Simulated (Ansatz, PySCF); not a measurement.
System: C₂H₄N, net charge 0, doublet state. It need not be the lowest isomer of its formula. SMILES: [CH2]N=C
Geometry from a B3LYP-D3(BJ)/def2-TZVP (Ansatz, a quantum-chemistry and plane-wave program) optimisation:
```
N
C 1 1.3156
C 1 1.3156 2 119.76
H 2 1.0827 1 118.95 3 -180.00
H 3 1.0827 1 118.95 2 -180.00
H 3 1.0937 5 118.71 1 -180.00
H 2 1.0937 4 118.71 1 -180.00
```
Charge 0, spin multiplicity 2.

Quantity: atomisation energy (electronic, to ground-state atoms), in kcal/mol. Cores are frozen in the correlated levels unless marked. Open shells are spin-unrestricted. No spin-orbit coupling. Non-relativistic. The coupled-cluster limit lacks core correlation, which all-electron functionals hold. CBS marks a two-point X^-3 extrapolation of the correlation energy; Hartree-Fock from the larger set. [CCSD(T)-MP2]/basis is that difference in the basis named.

| level | program | atomisation energy (kcal/mol) | minus last row |
|---|---|---|---|
| HF/6-31G | Ansatz | 415.1 | -216.7 |
| HF/aug-cc-pVDZ | Ansatz | 445.5 | -186.3 |
| SVWN5/def2-TZVPD | Ansatz | 734.3 | 102.5 |
| BP86-D4/def2-TZVPD | PySCF + dftd4 | 666.0 | 34.2 |
| PBE0/STO-3G | Ansatz | 711.9 | 80.1 |
| PBE0/6-31G* | Ansatz | 639.5 | 7.7 |
| PBE0-D4/def2-TZVPD | Ansatz + dftd4 | 642.6 | 10.8 |
| TPSSh/def2-TZVPD | PySCF | 640.2 | 8.4 |
| CAM-B3LYP-D4/def2-TZVPD | Ansatz + dftd4 | 641.9 | 10.1 |
| B2PLYP/def2-TZVPD | Ansatz | 629.5 | -2.3 |
| RPA@PBE/cc-pVTZ | Ansatz | 591.0 | -40.8 |
| MP2/6-31G | Ansatz | 523.5 | -108.3 |
| MP2/aug-cc-pVDZ | Ansatz | 587.6 | -44.2 |
| RI-MP2/CBS(aug-cc-pVTZ,aug-cc-pVQZ) | Ansatz | 632.3 | 0.5 |
| SCS-MP2/STO-3G | Ansatz | 578.5 | -53.3 |
| SCS-MP2/aug-cc-pVDZ | Ansatz | 584.2 | -47.6 |
| CCSD(T)/6-31G | Ansatz | 532.9 | -98.9 |
| CCSD(T)/6-31G* | Ansatz | 572.9 | -58.9 |
| CCSD(T)/cc-pwCVTZ | Ansatz | 614.9 | -16.9 |
| RI-MP2/CBS(cc-pVTZ,cc-pVQZ)+[CCSD(T)-MP2]/cc-pVDZ | Ansatz | 632.1 | 0.3 |
| RI-MP2/CBS(cc-pVTZ,cc-pVQZ)+[CCSD(T)-MP2]/cc-pVTZ | Ansatz | 631.8 | 0.0 |

The UHF reference is spin-contaminated (<S^2> 0.21 over the pure value in the largest basis).
